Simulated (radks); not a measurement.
Ru4+, 40 electrons, occupied as [Kr] 4d2 5p2 (not the ground configuration). Method: Dirac Kohn-Sham, PBE, spin-unpolarised, spherical densities, finite nucleus; open shells are shared between the two j in proportion to 2j + 1; Fermi nuclear charge, rms radius 4.4809 fm; computed with a radial shooting solver on a logarithmic mesh with Libxc functionals.

Normalised radial functions P(r) = r R(r) (large component), r in bohr:

```
   r/bohr * 4p3/2, o 4d5/2 (the largest magnitude, 1.11, reaches the edge; | marks zero, & curves that meet)
 0.001142                             &
 0.001511                             &
 0.001999                             &
 0.002645                             &
 0.003528                             &
 0.004668                             &
 0.006176                             &
 0.008171                             o*
  0.01081                             o*
  0.01431                             o *
  0.01893                             o *
  0.02525                             o   *
   0.0334                             o    *
   0.0442                             |o     *
  0.05848                             | o      *
  0.07737                             |  o     *
   0.1024                             |    o  *
   0.1355                             |  *    o
   0.1807                        *    |          o
    0.239                 *           |           o
   0.3163               *             |         o
   0.4185                     *       |   o
   0.5537                        o    |      *
   0.7326             o               |                    *
   0.9694      o                      |                          *
    1.293       o                     |                     *
    1.711             o               |           *
    2.263                    o        |   *
    2.995                          o  |*
    3.963                            o*
    5.243                             &
    6.937                             &
```

4p3/2: eigenvalue -107.05 eV, 2 radial nodes at r = 0.153, 0.491 bohr, <r> = 1.08 bohr, 90 % of the charge inside 1.58 bohr. 4d5/2: eigenvalue -61.800 eV, 1 radial node at r = 0.480 bohr, <r> = 1.30 bohr, 90 % of the charge inside 1.96 bohr.
